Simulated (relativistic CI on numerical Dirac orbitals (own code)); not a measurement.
## Sensitivity of the levels of Au to α and to the nuclear radius

Calculated at this level of theory: Dirac-Coulomb-Breit CI, orbitals from a KLI potential per configuration, valence Slater integrals scaled by 0.85, P86 correlation energy added to each configuration, derivatives by finite differences, QED left out (own radial code, finite nucleus).

CI space (outside the closed core [Xe] 4f14): 5d10 6s, 5d9 6s2, 5d10 6p, 5d9 6s 6p, 5d10 7s, 5d10 7p, 5d10 6d, 5d10 5f. Levels of other configurations are missing.

With x = (α/α₀)² − 1 an excitation energy changes as ω = ω₀ + qx; K = 2q/ω₀ is the relative enhancement. Terms are leading LS components, so labels can repeat. The field-shift factor is F = δν/δ⟨r²⟩ for the transition from the lowest level.

Lowest level 5d10 6s 2S_1/2.

```csv
Level,ω₀ (cm⁻¹),q (cm⁻¹),K,F (GHz/fm²)
5d9 6s2 2D_5/2,12692.2,-37700,-5.94,60.5
5d9 6s2 2D_3/2,24244.1,-27480,-2.27,62.7
5d10 6p 2P°_1/2,33479.2,14700,0.878,-42.6
5d10 6p 2P°_3/2,36174.9,18860,1.04,-42.9
5d9 6s 6p 4P°_5/2,37853.2,-24040,-1.27,14.8
5d9 6s 6p 4F°_7/2,41369.3,-22080,-1.07,14.2
5d9 6s 6p 4F°_5/2,42425.4,-21520,-1.01,12.9
5d9 6s 6p 4P°_3/2,42893.8,-19960,-0.931,13.4
5d9 6s 6p 4F°_9/2,43197.5,-17570,-0.813,13.6
5d9 6s 6p 4D°_7/2,46638.1,-16790,-0.72,13.1
5d10 7s 2S_1/2,46881.2,20770,0.886,-41.7
5d9 6s 6p 4F°_3/2,47490.8,-15740,-0.663,12.8
5d9 6s 6p 4D°_5/2,47806.1,-16450,-0.688,11.8
5d9 6s 6p 4P°_1/2,48323.8,-14120,-0.584,12.1
5d9 6s 6p 4F°_3/2,51872.9,-13500,-0.52,14.2
5d10 7p 2P°_1/2,53095.0,19040,0.717,-41.4
5d10 7p 2P°_3/2,53106.8,17850,0.672,-39
5d10 6d 2D_3/2,53726.3,23500,0.875,-47.3
5d10 6d 2D_5/2,53772.2,23550,0.876,-47.3
5d9 6s 6p 4F°_5/2,54731.7,-10860,-0.397,13.8
5d9 6s 6p 4P°_1/2,55519.4,-7297,-0.263,14.5
5d9 6s 6p 2F°_7/2,57541.1,-11850,-0.412,17.5
5d9 6s 6p 4D°_3/2,57705.0,-8538,-0.296,14
```

Correlation outside the listed configurations is missing or only estimated: errors of thousands of cm⁻¹ between configurations and terms are usual at this charge. Rates and lifetimes follow the computed energies and can be off by large factors. The fine structure of a lone outer electron comes out too small, for d and f at times inverted, and misplaced configurations move strength between like terms.
